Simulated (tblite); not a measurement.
A geometry optimisation, step by step.

C6H10FNS.
Atom-mapped SMILES: `[CH3:1][S:2][C:3]1=[C:4]([F:5])[N:6]([CH3:7])[CH2:8][CH2:9]1` (hydrogens: H10, H11, H12 on C1; H13, H14, H15 on C7; H16, H17 on C8; H18, H19 on C9)

Computed with GFN2-xTB (tblite), gas phase: L-BFGS steps from a force-field or distance-geometry start until the largest atomic force falls under 0.01 eV/Å. 8 of its 114 geometries are shown.

Step 0: E = -783.6293 eV, largest atomic force 2.510 eV/Å
```
atom  x, y, z in Å  |  force x, y, z in eV/Å
C1      3.413    0.115   -0.132   -1.327   1.525  -0.506
S2      2.255   -1.305   -0.053    0.801  -1.413   0.131
C3      0.573   -0.819    0.006    1.314   2.124  -0.252
C4      0.179    0.475   -0.033   -1.638  -1.136   0.446
F5      0.989    1.561   -0.081   -1.098  -0.167   0.127
N6     -1.267    0.484    0.025    1.461   0.748  -0.493
C7     -2.115    1.514    0.526    0.081   0.829  -0.118
C8     -1.670   -0.797   -0.552    0.258   0.292   0.446
C9     -0.615   -1.709    0.075   -0.558  -0.154   0.472
H10     4.454   -0.179   -0.073   -0.350  -0.407   0.087
H11     3.152    0.852    0.659    0.351  -0.611  -0.384
H12     3.204    0.605   -1.115    0.398  -0.301   0.697
H13    -2.931    1.736   -0.185    0.194  -0.102   0.236
H14    -1.500    2.431    0.622   -0.322  -0.342  -0.020
H15    -2.563    1.322    1.528    0.273  -0.230  -0.466
H16    -2.703   -1.058   -0.276    0.403   0.163  -0.305
H17    -1.473   -0.763   -1.642   -0.577  -0.038   0.165
H18    -0.894   -1.812    1.146    0.280  -0.547  -0.456
H19    -0.499   -2.644   -0.453    0.055  -0.233   0.196
```

Step 16: E = -784.4363 eV, largest atomic force 0.187 eV/Å
```
atom  x, y, z in Å  |  force x, y, z in eV/Å
C1      3.287    0.086   -0.138    0.053   0.009   0.028
S2      2.244   -1.386    0.024    0.137  -0.054   0.116
C3      0.636   -0.706    0.076   -0.008   0.036   0.002
C4      0.157    0.538   -0.012   -0.026   0.048   0.028
F5      0.818    1.702    0.109    0.031   0.028  -0.102
N6     -1.203    0.621   -0.295   -0.039  -0.005   0.070
C7     -2.055    1.534    0.437    0.068  -0.036  -0.020
C8     -1.638   -0.764   -0.513   -0.058   0.083  -0.046
C9     -0.542   -1.651    0.078   -0.003  -0.046  -0.051
H10     4.311   -0.269   -0.078    0.008   0.033   0.009
H11     3.072    0.766    0.678    0.048   0.047   0.032
H12     3.116    0.569   -1.095   -0.061  -0.019  -0.009
H13    -2.931    1.760   -0.179    0.096  -0.043   0.147
H14    -1.495    2.455    0.607   -0.081  -0.032  -0.010
H15    -2.378    1.132    1.411    0.023   0.037  -0.150
H16    -2.628   -0.944   -0.099    0.002   0.034   0.078
H17    -1.669   -0.922   -1.595   -0.149   0.013  -0.083
H18    -0.748   -1.976    1.100   -0.056  -0.024   0.071
H19    -0.362   -2.536   -0.521    0.016  -0.108  -0.111
```

Step 32: E = -784.5061 eV, largest atomic force 0.083 eV/Å
```
atom  x, y, z in Å  |  force x, y, z in eV/Å
C1      3.277    0.107   -0.067    0.032   0.018  -0.006
S2      2.252   -1.344    0.300    0.011  -0.017  -0.003
C3      0.634   -0.709    0.073   -0.030  -0.043   0.049
C4      0.169    0.533   -0.069    0.023  -0.021   0.025
F5      0.848    1.690    0.003   -0.038   0.015  -0.016
N6     -1.188    0.626   -0.380    0.023   0.055   0.039
C7     -2.005    1.522    0.410   -0.039   0.012   0.017
C8     -1.673   -0.752   -0.496   -0.004   0.081  -0.001
C9     -0.535   -1.661   -0.004   -0.067  -0.018  -0.046
H10     4.303   -0.246   -0.086    0.023  -0.011   0.014
H11     3.154    0.858    0.707   -0.010   0.002  -0.014
H12     3.003    0.505   -1.039   -0.013   0.007   0.014
H13    -2.922    1.720   -0.143   -0.028   0.078   0.003
H14    -1.474    2.457    0.579    0.005  -0.026  -0.076
H15    -2.267    1.083    1.381    0.011   0.040   0.056
H16    -2.588   -0.880    0.086    0.007  -0.030  -0.022
H17    -1.902   -0.929   -1.552   -0.008  -0.079   0.019
H18    -0.743   -2.088    0.982    0.048  -0.030  -0.023
H19    -0.351   -2.482   -0.692    0.055  -0.034  -0.029
```

Step 48: E = -784.5226 eV, largest atomic force 0.098 eV/Å
```
atom  x, y, z in Å  |  force x, y, z in eV/Å
C1      3.269    0.110   -0.043    0.002   0.044  -0.001
S2      2.245   -1.330    0.372   -0.062   0.046  -0.028
C3      0.621   -0.710    0.105    0.057  -0.025  -0.034
C4      0.147    0.525   -0.060    0.042  -0.026   0.024
F5      0.810    1.693    0.015    0.015  -0.030   0.016
N6     -1.208    0.610   -0.383    0.097   0.008   0.010
C7     -1.989    1.551    0.390   -0.015   0.012  -0.007
C8     -1.693   -0.770   -0.467    0.014  -0.029   0.025
C9     -0.520   -1.682   -0.053   -0.020  -0.009   0.009
H10     4.295   -0.247   -0.068   -0.012   0.009  -0.001
H11     3.159    0.879    0.717   -0.008  -0.024  -0.041
H12     2.977    0.488   -1.019    0.025  -0.018   0.056
H13    -2.929    1.744   -0.123   -0.054  -0.008  -0.046
H14    -1.433    2.484    0.466   -0.025   0.008  -0.012
H15    -2.201    1.181    1.400   -0.016   0.007   0.040
H16    -2.564   -0.915    0.174   -0.015   0.034   0.054
H17    -1.997   -0.963   -1.499   -0.011   0.001  -0.039
H18    -0.709   -2.212    0.885    0.021  -0.012  -0.030
H19    -0.291   -2.426   -0.816   -0.037   0.012   0.007
```

Step 65: E = -784.5622 eV, largest atomic force 0.079 eV/Å
```
atom  x, y, z in Å  |  force x, y, z in eV/Å
C1      3.258    0.107   -0.002    0.030   0.052  -0.003
S2      2.270   -1.366    0.378   -0.055  -0.056  -0.002
C3      0.640   -0.766    0.109   -0.014   0.000   0.005
C4      0.160    0.478    0.059   -0.004   0.000   0.019
F5      0.806    1.634    0.283   -0.020  -0.005  -0.033
N6     -1.173    0.574   -0.328   -0.007   0.037   0.022
C7     -1.985    1.615    0.259   -0.025   0.048   0.000
C8     -1.711   -0.784   -0.300    0.010  -0.037   0.016
C9     -0.487   -1.719   -0.208   -0.005  -0.010  -0.035
H10     4.298   -0.197    0.026    0.024  -0.054  -0.003
H11     3.078    0.875    0.741    0.005   0.035   0.044
H12     2.997    0.467   -0.991   -0.004   0.004  -0.040
H13    -2.961    1.613   -0.223    0.014  -0.022  -0.012
H14    -1.511    2.579    0.080    0.021  -0.028   0.019
H15    -2.121    1.481    1.342   -0.019  -0.007  -0.028
H16    -2.371   -0.913    0.567    0.013  -0.006   0.012
H17    -2.298   -0.954   -1.207    0.014  -0.011   0.028
H18    -0.597   -2.484    0.564    0.004   0.042  -0.029
H19    -0.302   -2.229   -1.156    0.017   0.019   0.018
```

Step 81: E = -784.5703 eV, largest atomic force 0.049 eV/Å
```
atom  x, y, z in Å  |  force x, y, z in eV/Å
C1      3.278    0.092    0.014    0.002   0.001  -0.001
S2      2.260   -1.363    0.389   -0.006  -0.026  -0.004
C3      0.639   -0.753    0.105    0.008   0.011   0.007
C4      0.151    0.488    0.062    0.015   0.014  -0.002
F5      0.796    1.646    0.271   -0.007   0.010   0.005
N6     -1.185    0.571   -0.326    0.005  -0.010   0.048
C7     -2.011    1.619    0.227   -0.002   0.008  -0.016
C8     -1.709   -0.790   -0.242   -0.025   0.011  -0.006
C9     -0.476   -1.707   -0.245   -0.003   0.031   0.013
H10     4.307   -0.250    0.028    0.007   0.018   0.002
H11     3.123    0.858    0.766    0.017   0.005   0.009
H12     3.016    0.465   -0.971    0.009   0.006  -0.014
H13    -2.965    1.618   -0.298   -0.004   0.005  -0.020
H14    -1.523    2.578    0.068    0.013  -0.008   0.020
H15    -2.202    1.485    1.302    0.022  -0.009  -0.023
H16    -2.280   -0.915    0.688   -0.029  -0.006   0.000
H17    -2.374   -0.971   -1.088   -0.023  -0.026  -0.002
H18    -0.559   -2.522    0.474    0.013  -0.016  -0.008
H19    -0.297   -2.142   -1.231   -0.012  -0.019  -0.007
```

Step 97: E = -784.5723 eV, largest atomic force 0.019 eV/Å
```
atom  x, y, z in Å  |  force x, y, z in eV/Å
C1      3.292    0.093    0.008   -0.002   0.009  -0.004
S2      2.265   -1.363    0.357    0.000  -0.006  -0.003
C3      0.640   -0.749    0.097    0.007   0.000   0.003
C4      0.147    0.490    0.063    0.005   0.001  -0.003
F5      0.788    1.652    0.267    0.006  -0.003  -0.001
N6     -1.192    0.567   -0.313    0.004  -0.003  -0.007
C7     -2.019    1.619    0.225    0.005   0.001  -0.004
C8     -1.716   -0.793   -0.233   -0.009   0.001   0.000
C9     -0.478   -1.707   -0.236   -0.006   0.012   0.004
H10     4.320   -0.255    0.022   -0.001   0.004   0.011
H11     3.140    0.849    0.771    0.001   0.002   0.006
H12     3.043    0.484   -0.974   -0.017  -0.001  -0.008
H13    -2.952    1.649   -0.338    0.010   0.009  -0.007
H14    -1.503    2.570    0.107   -0.006   0.011   0.006
H15    -2.253    1.467    1.287    0.000   0.000   0.007
H16    -2.295   -0.919    0.692    0.006  -0.014  -0.001
H17    -2.378   -0.977   -1.082    0.005  -0.006   0.008
H18    -0.549   -2.516    0.492   -0.005  -0.004  -0.011
H19    -0.309   -2.151   -1.219   -0.003  -0.010   0.005
```

Step 113: E = -784.5730 eV, largest atomic force 0.008 eV/Å
```
atom  x, y, z in Å  |  force x, y, z in eV/Å
C1      3.282    0.101    0.008    0.000  -0.003   0.002
S2      2.269   -1.368    0.346   -0.001   0.000  -0.003
C3      0.642   -0.757    0.094   -0.004   0.002  -0.001
C4      0.151    0.483    0.060    0.000  -0.001   0.002
F5      0.794    1.644    0.263    0.005   0.006  -0.001
N6     -1.188    0.563   -0.311   -0.001  -0.003  -0.004
C7     -2.011    1.622    0.220    0.002  -0.002   0.002
C8     -1.715   -0.796   -0.224    0.002   0.000   0.000
C9     -0.479   -1.712   -0.236    0.004  -0.004   0.000
H10     4.313   -0.235    0.022    0.002   0.000   0.000
H11     3.120    0.849    0.777    0.001   0.003  -0.001
H12     3.027    0.495   -0.972   -0.002   0.002   0.003
H13    -2.928    1.677   -0.367    0.000   0.001   0.001
H14    -1.478    2.566    0.130    0.001  -0.001  -0.003
H15    -2.274    1.459    1.274   -0.003  -0.001   0.000
H16    -2.284   -0.921    0.708   -0.003   0.000   0.002
H17    -2.386   -0.982   -1.065   -0.001   0.001  -0.001
H18    -0.549   -2.523    0.488   -0.002  -0.001  -0.002
H19    -0.317   -2.155   -1.222    0.000   0.001   0.003
```

Task: Summarise the path.

Result: The energy falls by 91.06 kJ/mol from step 0 to step 113; nine tenths of that is first reached at step 24. It rises by more than 0.2 meV at step 56. The largest force goes from 2.510 to 0.008 eV/Å. Among the bonds C4–N6 changes most, from 1.447 to 1.392 Å; the atoms move by 0.549 Å rms after alignment.

Task: Follow the three bonds and two angles with the largest change from start to end.

Result: 
| step | E above end (kJ/mol) | largest force (eV/Å) | C4–N6 (Å) | C1–H12 (Å) | C1–H11 (Å) | C1–S2–C3 (°) | C7–N6–C8 (°) |
| --- | --- | --- | --- | --- | --- | --- | --- |
| 0 | 91.06 | 2.510 | 1.447 | 1.118 | 1.111 | 113.1 | 127.5 |
| 5 | 37.39 | 0.489 | 1.386 | 1.089 | 1.088 | 104.9 | 126.3 |
| 10 | 22.36 | 0.390 | 1.380 | 1.084 | 1.082 | 104.2 | 123.0 |
| 15 | 13.79 | 0.189 | 1.390 | 1.087 | 1.084 | 102.6 | 120.2 |
| 20 | 11.29 | 0.206 | 1.395 | 1.088 | 1.085 | 101.7 | 118.7 |
| 25 | 8.35 | 0.154 | 1.395 | 1.084 | 1.083 | 102.0 | 116.7 |
| 29 | 7.08 | 0.124 | 1.396 | 1.086 | 1.086 | 101.8 | 115.8 |
| 34 | 6.15 | 0.090 | 1.395 | 1.084 | 1.085 | 102.1 | 115.8 |
| 39 | 5.59 | 0.086 | 1.397 | 1.087 | 1.087 | 102.0 | 116.7 |
| 44 | 5.15 | 0.070 | 1.395 | 1.084 | 1.085 | 102.3 | 117.3 |
| 49 | 4.72 | 0.100 | 1.395 | 1.087 | 1.087 | 101.7 | 117.7 |
| 54 | 3.46 | 0.237 | 1.391 | 1.081 | 1.082 | 102.0 | 117.5 |
| 59 | 1.66 | 0.112 | 1.390 | 1.087 | 1.087 | 101.3 | 117.8 |
| 64 | 1.15 | 0.076 | 1.391 | 1.085 | 1.084 | 101.4 | 117.1 |
| 69 | 0.83 | 0.045 | 1.391 | 1.086 | 1.086 | 101.3 | 117.4 |
| 74 | 0.61 | 0.052 | 1.392 | 1.086 | 1.085 | 101.4 | 117.3 |
| 79 | 0.35 | 0.055 | 1.393 | 1.086 | 1.085 | 101.7 | 116.8 |
| 84 | 0.19 | 0.034 | 1.393 | 1.086 | 1.085 | 101.9 | 116.7 |
| 88 | 0.14 | 0.024 | 1.393 | 1.085 | 1.085 | 102.1 | 116.9 |
| 93 | 0.10 | 0.026 | 1.392 | 1.086 | 1.085 | 102.2 | 116.9 |
| 98 | 0.07 | 0.018 | 1.392 | 1.085 | 1.085 | 102.4 | 117.0 |
| 103 | 0.04 | 0.014 | 1.392 | 1.086 | 1.085 | 102.4 | 117.0 |
| 108 | 0.02 | 0.018 | 1.393 | 1.085 | 1.085 | 102.3 | 117.1 |
| 113 | 0.00 | 0.008 | 1.392 | 1.086 | 1.085 | 102.0 | 117.1 |

What follows is the cost of the whole relaxation. The run took 0.86 s of wall time on Arm Neoverse V1, one thread, no GPU, shared host with 32 logical CPUs at a one-minute load of 23.
